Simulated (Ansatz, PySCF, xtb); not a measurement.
Complex: C2H6 (SMILES CC) (first 8 atoms) with C3H6 (SMILES C=CC); geometry from B3LYP-D3(BJ)/def2-TZVP.
(charge 0, multiplicity 1):
```xyz
17

C      0.47675    -0.54246     0.48546
C     -0.53375     0.59854     0.54134
H      0.24210    -1.24154    -0.31987
H      0.48220    -1.10433     1.42064
H      1.48865    -0.16967     0.31235
H     -0.55737     1.15638    -0.39714
H     -0.29154     1.30229     1.33928
H     -1.54107     0.22407     0.73197
C     -1.27207    -0.36602     4.13658
C      0.04727    -0.46232     4.23557
C      1.00814     0.67212     4.07705
H     -1.75662     0.58095     3.92675
H     -1.91530    -1.22794     4.25853
H      0.48740    -1.43427     4.44367
H      1.69563     0.48836     3.24634
H      0.48815     1.61220     3.88890
H      1.62318     0.79357     4.97319
```

Interaction energies are E(AB) − E(A) − E(B) at the monomers' geometry in the complex; basis-set methods are counterpoise corrected.

Codes used: Ansatz (a first-principles code); PySCF for the dispersion terms; xtb for the GFN methods. Values without a source in brackets are computed.

Problem. One of these levels gives -1.78 kcal/mol for the interaction energy. Which?
A. GFN1-xTB
B. revPBE-D3(BJ)/def2-TZVPPD
C. SVWN5/def2-TZVPPD
D. B3LYP/def2-TZVPPD

Solution. B, revPBE-D3(BJ)/def2-TZVPPD. The others give -1.19 (GFN1-xTB), -2.43 (SVWN5/def2-TZVPPD), 0.93 (B3LYP/def2-TZVPPD)
